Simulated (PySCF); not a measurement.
Isomers of C5H8N2OSi, one GFN2-xTB conformer each. Single-point energies are computed at PBE0/pcSseg-1 (PySCF, gas phase, no added dispersion term), electronic only.

| SMILES | GFN2-xTB relative energy (kJ/mol) |
| --- | --- |
| [H]/N=C(\CC#C[SiH3])C(N)=O | 295.8 |
| C=Cc1cc(O[SiH3])n[nH]1 | 0.0 |
| N#C[C@H]1C[Si@H](C(N)=O)C1 | 281.5 |
| NC(=O)[SiH2]n1cccc1 | 52.8 |
| N#C[C@H]1C[Si@@H](NC=O)C1 | 172.5 |

Conformers: `[H]/[N:1]=[C:2](\[CH2:3][C:4]#[C:5][SiH3:6])[C:7]([NH2:8])=[O:9]` with N1–C2–C3–C4 0°, N1–C2–C7–N8 1°, C2–C7–N8–H 180° and 0°; `[CH2:1]=[CH:2][c:3]1[cH:4][c:5]([O:6][SiH3:7])[n:8][nH:9]1` with C1–C2–C3–C4 0°, C4–C5–O6–Si7 180°; `[N:1]#[C:2][C@H:3]1[CH2:4][Si@H:5]([C:6]([NH2:7])=[O:8])[CH2:9]1` with C4–Si5–C6–N7 136°, Si5–C6–N7–H 180° and 0°, C2–C3–C4–Si5 106°, C3–C4–Si5–C6 122°, C4–Si5–C9–C3 -9°, C2–C3–C9–Si5 -105°; `[NH2:1][C:2](=[O:3])[SiH2:4][n:5]1[cH:6][cH:7][cH:8][cH:9]1` with H–N1–C2–O3 -1° and -177°, N1–C2–Si4–N5 -25°, C2–Si4–N5–C6 -43°; `[N:1]#[C:2][C@H:3]1[CH2:4][Si@@H:5]([NH:6][CH:7]=[O:8])[CH2:9]1` with C4–Si5–N6–C7 166°, Si5–N6–C7–O8 -1°, C2–C3–C4–Si5 135°, C3–C4–Si5–N6 -128°, C4–Si5–C9–C3 11°, C2–C3–C9–Si5 -135°.

Question: What does PBE0/pcSseg-1 give for the same structures?

Answer: 
| SMILES | PBE0/pcSseg-1 E (Eh) | PBE0/pcSseg-1 (kJ/mol) | GFN2-xTB (kJ/mol) | point group |
| --- | --- | --- | --- | --- |
| NC(=O)[SiH2]n1cccc1 | -668.97837 | 0.0 | 52.8 | C1 |
| N#C[C@H]1C[Si@@H](NC=O)C1 | -668.96077 | 46.2 | 172.5 | C1 |
| N#C[C@H]1C[Si@H](C(N)=O)C1 | -668.93903 | 103.3 | 281.5 | Cs |
| C=Cc1cc(O[SiH3])n[nH]1 | -668.93856 | 104.5 | 0.0 | Cs |
| [H]/N=C(\CC#C[SiH3])C(N)=O | -668.90404 | 195.2 | 295.8 | – |

GFN2-xTB puts C=Cc1cc(O[SiH3])n[nH]1 lowest instead; measured from each level's own lowest isomer, the values differ by up to 178.2 kJ/mol (N#C[C@H]1C[Si@H](C(N)=O)C1: 281.5 against 103.3). As drawn, the lowest has an aromatic ring, which the highest lacks; the highest has a C≡C bond and a C=N bond, which the lowest lacks. Neighbours under 10 kJ/mol apart (N#C[C@H]1C[Si@H](C(N)=O)C1 and C=Cc1cc(O[SiH3])n[nH]1) can change places with a better method, another conformer or zero-point energy.

Question: Which frontier levels, dipoles and rotational constants go with these structures?

Answer: 
```csv
SMILES,"HOMO (eV, PBE0/pcSseg-1)",LUMO (eV),dipole (D),"A, B, C (MHz)"
NC(=O)[SiH2]n1cccc1,-6.55,-0.45,2.48,"3391, 844.0, 737.0"
N#C[C@H]1C[Si@@H](NC=O)C1,-8.18,-0.36,4.47,"3488, 737.8, 721.9"
N#C[C@H]1C[Si@H](C(N)=O)C1,-7.37,-1.03,4.46,"4131, 681.3, 656.4"
C=Cc1cc(O[SiH3])n[nH]1,-6.56,-1.00,2.23,"5480, 655.0, 589.0"
[H]/N=C(\CC#C[SiH3])C(N)=O,-7.49,-1.47,2.11,"4698, 480.1, 439.0"
```
